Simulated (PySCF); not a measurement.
## Energy of Hf(2+) (hafnium, charge +2) between two integer charges

The 5d alpha orbital of [Xe] 4f14 5d2 is emptied in steps (occupation f), with all orbitals relaxed, ending at [Xe] 4f14 5d1. All numbers are calculated (PySCF 2.14, scalar relativity through the core potential, in aug-cc-pVDZ-PP with ECP60MDF). The exact energy is a straight line in f; departures are measured from the line between the end points of the same method.

Question: Among BHandHLYP, wB97X, HSE06, which shows the largest delocalisation error (convex curve), and which is closest to linear?

Answer: Most convex: HSE06 (-1.002 eV at f = 0.5); closest to linear: wB97X (-0.278 eV).

```json
{"f": "1", "BHandHLYP (eV)": "0.000", "wB97X (eV)": "0.000", "HSE06 (eV)": "0.000"}
{"f": "0.9", "BHandHLYP (eV)": "-0.212", "wB97X (eV)": "-0.101", "HSE06 (eV)": "-0.360"}
{"f": "0.7", "BHandHLYP (eV)": "-0.497", "wB97X (eV)": "-0.235", "HSE06 (eV)": "-0.842"}
{"f": "0.5", "BHandHLYP (eV)": "-0.593", "wB97X (eV)": "-0.278", "HSE06 (eV)": "-1.002"}
{"f": "0.3", "BHandHLYP (eV)": "-0.500", "wB97X (eV)": "-0.232", "HSE06 (eV)": "-0.841"}
{"f": "0.1", "BHandHLYP (eV)": "-0.215", "wB97X (eV)": "-0.098", "HSE06 (eV)": "-0.360"}
{"f": "0", "BHandHLYP (eV)": "0.000", "wB97X (eV)": "0.000", "HSE06 (eV)": "0.000"}
```

| method | E(f=0) − E(f=1) (eV) | −ε at f=1 (eV) | −ε at f=0.5 (eV) |
| --- | --- | --- | --- |
| BHandHLYP | 22.351 | 19.995 | 22.343 |
| wB97X | 22.057 | 20.943 | 22.065 |
| HSE06 | 22.507 | 18.509 | 22.510 |

Reference removal energy between the ground levels: 22.55 ± 0.04 eV (theoretical estimate listed by NIST; NIST Atomic Spectra Database, ionization energies). The calculation has no spin-orbit coupling.
